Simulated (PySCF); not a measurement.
Nb⁺ (niobium, charge +1) across methods

[Kr] 4d3 5s1, high-spin 5F determinant (an excited configuration). Computed with PySCF 2.14 in aug-cc-pVDZ-PP with ECP28MDF (5s5p4d2f, 54 functions), with a scalar-relativistic core potential.

```tsv
method	E (hartree)	mean ε 4p β (eV)	mean ε 4d α (eV)	mean ε 5s α (eV)	Σ⟨r²⟩ (bohr²)	⟨S²⟩
PBE	-56.3787	-42.580	-12.444	-11.129	40.53	6.001
PBE0	-56.3670	-44.745	-13.858	-11.735	40.46	6.001
r2SCAN	-56.4062	-43.307	-12.834	-11.335	40.32	6.002
BLYP	-56.3396	-42.494	-12.183	-10.953	40.56	6.000
BHandHLYP	-56.2968	-46.794	-15.038	-12.143	40.50	6.001
MN15	-56.2550	-45.422	-14.199	-12.252	40.58	6.001
LDA	-56.2150	-42.592	-12.421	-11.398	40.66	6.000
r2SCANh	-56.3948	-44.065	-13.355	-11.571	40.32	6.002
UHF	-55.92259	-50.107	-17.543	-13.138	41.07	6.004
```

Energies and moments cover only the electrons outside the core potential.
